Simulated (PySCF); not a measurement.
Orbital picture of GdB

BLYP at R = 2.305 Å; Gd x2c-SVPall, B x2c-SVPall; spin-free X2C with a Gaussian nucleus (PySCF 2.14). State: decet, about 7.0 electrons in the 4f shell (Mulliken). Only the outer orbitals are listed, counted within each symmetry.

```tsv
spin	orbital	occ.	ε (eV)	on Gd (%)	main shells (%)
α	8π	1	-4.13	50	50 B p, 46 Gd d
α	8π	1	-4.13	50	50 B p, 46 Gd d
α	15σ	1	-3.90	93	79 Gd s, 10 Gd d
α	16σ	0	-3.14	46	42 B p, 42 Gd d, 12 B s
α	4δ	0	-2.73	100	100 Gd d
α	4δ	0	-2.73	100	100 Gd d
β	13σ	1	-7.90	27	72 B s, 11 Gd s, 10 Gd d
β	15σ	1	-3.66	47	47 B p, 33 Gd s
β	1φ	0	-5.03	100	100 Gd f
β	1φ	0	-5.03	100	100 Gd f
β	14σ	0	-4.88	95	93 Gd f
```

Problem. Which are the highest filled and the lowest empty level, where do they sit, and how wide is the gap?

Solution. Highest filled β 15σ at -3.66 eV (in %: 47 B p, 33 Gd s); lowest empty β 1φ at -5.03 eV (in %: 100 Gd f); the gap at BLYP is -1.37 eV.

```json
{"bond order (Mayer)": "2.18", "⟨S²⟩": "25.281", "charge on Gd (Mulliken, basis-dependent)": "0.12", "charge on Gd (Löwdin, basis-dependent)": "0.10", "dipole moment (positive dipole means Gd(−)B(+))": "-2.86 D"}
```

Spin–orbit coupling is left out. Counting both spins, an empty level lies below a filled one in this solution, because spin and occupation are held. With d or f electrons several states lie close, and the lowest PBE0 determinant need not be the measured ground state.
